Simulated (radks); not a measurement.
Question: All-electron atom: Pt35+ in [Kr] 4d7. Method: non-relativistic Kohn-Sham, TPSS, spin-polarised, spherical densities, point nucleus; open shells are filled with parallel spins first (spin-orbit coupling, left out, can overturn this in heavy ions); meta-GGA in the generalised Kohn-Sham scheme; relativity is left out, which matters for an element this heavy; computed with a radial shooting solver on a logarithmic mesh with Libxc functionals. Some entries of the table are withheld. Estimate them.

orbital  occ.  eigenvalue (eV)  <r> (bohr)
1s down     1        -72624.38     0.01941
1s up       1        -72624.37     0.01941
2s up       1        -13279.31     0.08180
2s down     1        -13275.81     0.08180
2p up       3        -12810.03     0.06916
2p down     3        -12807.44     0.06916
3s up       1        -4168.399      0.2048
3s down     1        -4167.250      0.2047
3p up       3        -3952.511      0.1952
3p down     3        -3951.078      0.1951
3d up       5        -3554.367      0.1705
3d down     5        -3551.554      0.1705
4s up       1        -1820.462      0.4158
4s down     1        -1812.690      0.4163
4p up       3        -1725.011      0.4136
4p down     3        -1717.165      0.4142
4d up       5        -1554.107      0.4045
4d down     2        -1546.120      0.4050
5s up       0        -1008.180         (1)
5s down     0        -1005.247         (2)
5p up       0              (3)         (4)
5p down     0              (5)         (6)

Answer: 
(1) 5s up <r> (bohr): 0.7259
(2) 5s down <r> (bohr): 0.7274
(3) 5p up eigenvalue (eV): -963.5602
(4) 5p up <r> (bohr): 0.7334
(5) 5p down eigenvalue (eV): -960.6766
(6) 5p down <r> (bohr): 0.7350
